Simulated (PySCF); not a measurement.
A PySCF script (with the pyscf-properties extension) for the NMR shieldings of `InChI=1S/C3H4Cl6Si/c4-1-2(3(5)6)10(7,8)9/h2-3H,1H2/t2-/m1/s1`, on a GFN2-xTB geometry:

```python
import basis_set_exchange as bse
import numpy as np
from pyscf import gto, dft
from pyscf.prop import nmr

atoms = """
Cl    0.887974    1.922276    1.736500
C    -0.335991    0.713042    1.287161
C    -0.212989    0.366698   -0.194935
C    -1.276863   -0.644272   -0.592211
Cl   -1.082376   -2.166476    0.306712
Cl   -2.917862   -0.006450   -0.305672
Si    1.575257   -0.232148   -0.663903
Cl    2.674420    1.364501   -1.201445
Cl    1.407222   -1.458596   -2.265705
Cl    2.407161   -1.224505    0.868384
H    -1.312315    1.144203    1.508620
H    -0.167290   -0.163537    1.911961
H    -0.422974    1.278625   -0.764623
H    -1.224053   -0.893833   -1.653008
"""
names = dict.fromkeys(["Cl", "C", "Si", "H"], "pcSseg-1")
basis = {el: gto.basis.parse(bse.get_basis(n, elements=[el], fmt="nwchem")) for el, n in names.items()}
mol = gto.M(atom=atoms, basis=basis, charge=0, verbose=0)
mf = dft.RKS(mol, xc="PBE0")
mf.grids.level = 2
mf.grids.alignment = dft.numint.BLKSIZE   # the property module wants whole blocks of grid points
mf.conv_tol = 1e-9
mf.kernel()

calc = nmr.RKS(mf)   # GIAO
C = mf.mo_coeff
Co = C[:, mf.mo_occ > 0]
resp = mf.gen_response(singlet=True, hermi=2)
def vind(x):   # induced exchange potential for any number of trial vectors
    d = np.einsum("pi,xij,qj->xpq", C, 2 * x.reshape(-1, C.shape[1], Co.shape[1]), Co, optimize=True)
    return np.einsum("xpq,pi,qj->xij", resp(d - d.transpose(0, 2, 1)), C, Co, optimize=True).ravel()
mo1, _ = nmr.rhf.solve_mo1(calc, with_cphf=vind)
sigma = calc.kernel(mo1)
for i, s in enumerate(sigma):   # ppm
    print("%2d %-2s %9.2f" % (i, mol.atom_pure_symbol(i), np.trace(s) / 3))
```

Task: Give the expected output.

Result: 
```
 0 Cl    870.12
 1 C     141.13
 2 C     130.53
 3 C     100.17
 4 Cl    687.10
 5 Cl    667.36
 6 Si    327.20
 7 Cl    785.20
 8 Cl    825.26
 9 Cl    829.89
10 H      27.29
11 H      27.56
12 H      29.62
13 H      25.42
```

These numbers come from an equivalent density-fitted implementation of the same equations, which agrees with the script to about 0.01 ppm for H and up to a few tenths of a ppm for heavy atoms, so last digits may differ.

Task: Turn these shieldings into chemical shifts. δ = σ(ref) − σ, references computed at the same level: HCl for $^{35}$Cl (σ = 949.78 ppm); TMS for $^{13}$C (σ = 186.93 ppm) and $^{29}$Si (σ = 349.16 ppm) and $^{1}$H (σ = 31.72 ppm).

Result: Averaging equivalent atoms: Cl 5: 282; Cl 4: 263; Cl 7/8/9: 136; Cl 0: 80; C 3: 86.8; C 2: 56.4; C 1: 45.8; Si 6: 22.0; H 13: 6.30; H 10: 4.43; H 11: 4.16; H 12: 2.10 ppm. 

Size and cost of the density-fitted run: 239 basis functions, 120 s wall time on 1 thread of an Arm Neoverse N1, shared host; peak memory 1.1 GiB.
